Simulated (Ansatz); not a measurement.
C₂H₉AlO₂, SMILES `[CH3][Al-]([CH3])([OH])[OH2+]`. The species carries charge 0 and has multiplicity 1.

Cartesian coordinates in Å:
```
C 0.591 -1.866 0.080
Al 0.153 0.023 -0.201
C 0.472 1.355 1.207
O 0.191 0.620 -1.849
O -1.850 0.162 -0.416
H 0.265 -2.216 1.065
H 0.127 -2.517 -0.667
H 1.671 -2.040 0.030
H 1.544 1.461 1.406
H 0.011 1.077 2.162
H 0.108 2.353 0.940
H 0.737 0.241 -2.534
H -1.760 0.490 -1.331
H -2.260 0.857 0.109
```

Q: What are the harmonic wavenumbers in cm⁻¹ at PBE0-D4/def2-TZVP (Ansatz, finite differences of forces, unscaled)? (An estimate is asked.)

A: Ansatz gave: 82, 106, 132, 139, 167, 196, 205, 246, 320, 367, 530, 544, 594, 604, 665, 673, 697, 716, 734, 826, 1220, 1221, 1442, 1446, 1450, 1453, 1605, 3024, 3029, 3099, 3102, 3103, 3111, 3636, 3875, 3974.

Q: Is this a minimum?

A: Yes, all 36 modes are real.

Q: Give the ideal-gas thermochemistry at 298.15 K and 1 bar (rigid rotor, harmonic oscillator; point group C1, symmetry number 1).

A: Zero-point energy 289.1 kJ/mol; H(298) − E = 317.9 kJ/mol; entropy 394.0 J/(mol·K), of which translation 165.3, rotation 112.7, vibration 116.1; G(298) − E = 200.5 kJ/mol. Modes under 100 cm⁻¹ are hindered rotations or soft bends, so the harmonic entropy is rough.
